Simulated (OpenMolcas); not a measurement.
## Pd3+: moving or changing the point charges

Pd3+ among 3 point charges of -1.5 e arranged as a planar triangle (D3h), 2.06 Å from the ion.

```
Program             : OpenMolcas 26.06
Method              : CASSCF
Basis               : ANO-RCC-VTZP [7s6p4d2f1g]
Scalar Hamiltonian  : DKH2, point nucleus
Active space        : 7 electrons in 5 orbitals (4d)
State averaging     : 2S+1 = 4 even, 10 roots; 2S+1 = 2 even, 40 roots
Spin-orbit coupling : RASSI with atomic mean-field integrals over the reference wave functions
```

Runs around this geometry, states (labels of D3, the rotations of D3h). Energies in cm-1 above the lowest state or level, χT in cm3 K/mol.

```json
{"R (Å)": "2.06", "q (e)": "-0.98", "Ground state": "4A2", "First state of that spin": "4E 778.9", "First gap with spin-orbit (degeneracies)": "343.2 (2, 2)", "χT at 300 K": "4.752", "First state of another spin": "2E 16284"}
{"R (Å)": "1.91", "q (e)": "-1.5", "Ground state": "4A2", "First state of that spin": "4E 1068", "First gap with spin-orbit (degeneracies)": "459.5 (2, 2)", "χT at 300 K": "4.313", "First state of another spin": "2E 16144"}
{"R (Å)": "2.06", "q (e)": "-1.5", "Ground state": "4A2", "First state of that spin": "4E 921.2", "First gap with spin-orbit (degeneracies)": "414.1 (2, 2)", "χT at 300 K": "4.497", "First state of another spin": "2E 16201"}
{"R (Å)": "2.3", "q (e)": "-1.5", "Ground state": "4A2", "First state of that spin": "4E 680.4", "First gap with spin-orbit (degeneracies)": "331.2 (2, 2)", "χT at 300 K": "4.765", "First state of another spin": "2E 16217"}
```

Taking the first state of the same spin as R^-n, n = -ln(680.4 / 1068) / ln(2.3 / 1.91) = 2.4 between the shortest and longest distance.

Scaling the charges by -0.98 / -1.5 = 0.65 scales the first state of the same spin by 778.9 / 921.2 = 0.85; with fixed orbitals a first-order splitting would follow the charge.

Without dynamic correlation the repulsion within the d shell is too large (B by tens of per cent), so at a given field states of lower spin stand too high. Point charges give a weaker field than real ligands, and real ions of this kind are as a rule low spin; the high spin found here belongs to the model. Spin-orbit coupling mixes the spin-free states strongly: the lowest level takes only 58 % from its leading state, 4A2 (figures for R = 2.06, q = -0.98; the like holds for R = 1.91, q = -1.5, R = 2.06, q = -1.5, R = 2.3, q = -1.5). The ground term spreads over less than 5000 cm-1, several times less than with real ligands, so orbital moments are less quenched and χT lies further from the spin-only value than at real sites (holds for R = 2.06, q = -0.98; R = 2.3, q = -1.5). Point charges carry no covalency, so the field is a model and not that of real ligands. An unlabelled pair can be two single states that coincide in this model. No measured value stands beside these numbers.
